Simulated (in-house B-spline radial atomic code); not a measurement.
**RPBE excitations of Ne6+**

Method: RPBE. Computed with an all-electron radial atomic-structure program (B-spline basis): linear response of the closed shell [He] 2s2 with the functional's adiabatic kernel; non-relativistic, point nucleus, no spin-orbit coupling, no double excitations, S, P, D and F terms only.

Command:
```bash
python run_td.py task.json out
```
Settings (radii: box in bohr, nucleus in fm):
```
Z                        10
electrons                4
configuration            [He] 2s2
hamiltonian              nr
method                   rpbe,pbe
box_radius               14.35
intervals                48
```

Run time, properties included: 1 thread of Intel(R) Xeon(R) 6975P-C (Granite Rapids), on a shared host.

The lowest states, in the order of their Tamm-Dancoff energies; the method's threshold (minus the highest occupied level) is 192.29 eV. Labels give the largest channel, * marks a mixed state, and oscillator strengths are full-response dipole values. Semilocal kernels can invert the small singlet-triplet splittings of Rydberg terms. Energies in eV:

```tsv
state	full response	Tamm-Dancoff	oscillator strength
2s → 2p 3P	10.746	12.393	-
2s → 2p 1P	24.855	26.021	0.381
2s → 3s 3S	117.95	117.97	-
2s → 3s 1S	120.59	120.63	-
2s → 3p 3P	123.11	123.14	-
2s → 3p 1P	123.93	123.94	0.487
2s → 3d 3D	125.84	125.91	-
2s → 3d 1D	?	?	-
2s → 4s 3S	154.66	154.67	-
2s → 4s 1S	?	?	-
2s → 4p 3P	156.68	156.69	-
2s → 4p 1P	156.91	156.92	0.126
2s → 4d 3D	157.93	157.95	-
2s → 4d 1D	158.61	158.61	-
2s → 4f 3F	159.51	159.51	-
2s → 4f 1F	159.58	159.58	-
```

**Question.** Where does 2s → 4s 1S lie?

**Answer.** At 155.39 eV in full response, 155.41 eV in Tamm-Dancoff.

**Question.** Where does 2s → 3d 1D lie?

**Answer.** At 127.99 eV in full response, 128.00 eV in Tamm-Dancoff.

**Question.** How large is the singlet-triplet splitting of 2s → 2p (P terms) in Tamm-Dancoff?

**Answer.** 13.6 eV, from the unrounded values.

**Question.** What polarisabilities and dispersion coefficient does the method give?

**Answer.** Dipole 0.4946 bohr³, quadrupole 0.09719 bohr⁵, C6 0.1899 hartree·bohr⁶ for two such species.
